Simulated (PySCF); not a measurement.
**Computed properties of Al(Me)2(NH2) (C2H8AlN), SMILES [CH3][Al]([NH2])[CH3]**

Al(Me)2(NH2) (C2H8AlN), SMILES [CH3][Al]([CH3])[NH2]. Geometry optimised at B3LYP-D3(BJ)/def2-SVP. The structure was generated by enumeration; whether it is a known compound was not checked. The values are those of a single conformer. All values are computed for the isolated molecule unless a solvent is named; none is compared with measurement here.

**Structure.** The optimised structure has C2v symmetry. All 30 harmonic modes at B3LYP-D3(BJ)/def2-SVP (PySCF) are real, so it is a minimum. With heavy atoms numbered as in [Al:1]([CH3:2])([CH3:6])[NH2:10], the shortest bond between them is Al1–N10 at 1.781 Å and the longest Al1–C2 at 1.962 Å.

**Vibrations.** The strongest infrared lines (harmonic, unscaled, degenerate partners summed) lie at 753 cm⁻¹ (209 km/mol, H 42 %, Al 34 %, C 16 %), 454 cm⁻¹ (181 km/mol, H 80 %, N 19 %), 844 cm⁻¹ (157 km/mol, Al 45 %, N 35 %, H 16 %). The softest mode is at 54 cm⁻¹ and the zero-point energy is 60.2 kcal/mol.

**Electronic structure.** PBE0/def2-TZVP (PySCF) places the frontier levels at -7.17 and 0.32 eV, a gap of 7.49 eV, and gives a dipole moment of 0.66 D and a mean polarisability of 58.7 bohr³. PBE/def2-TZVP (PySCF) at the same geometry gives -5.80 and -0.42 eV, so its gap is 2.11 eV narrower. An orbital gap is neither the optical nor the fundamental gap.

**Excitations.** TDA-ωB97X/def2-SVPD (PySCF) has S1 at 6.45 eV (192 nm, f = 0.091, bright); the most intense of the 10 singlets computed lies at 8.17 eV (f = 0.19). T1 (TDA) is at 6.25 eV, 0.20 eV under S1. TDA-PBE/def2-SVPD (PySCF) puts S1 at 5.21 eV. No vertical singlet excitation falls in the visible range (under 3.1 eV).

**NMR.** GIAO shifts at KT2/pcSseg-1 (PySCF) (non-relativistic, atoms alike by connectivity averaged): ¹³C at -10.7 ppm against TMS; ¹H from -0.2 to 1.8 ppm against TMS.
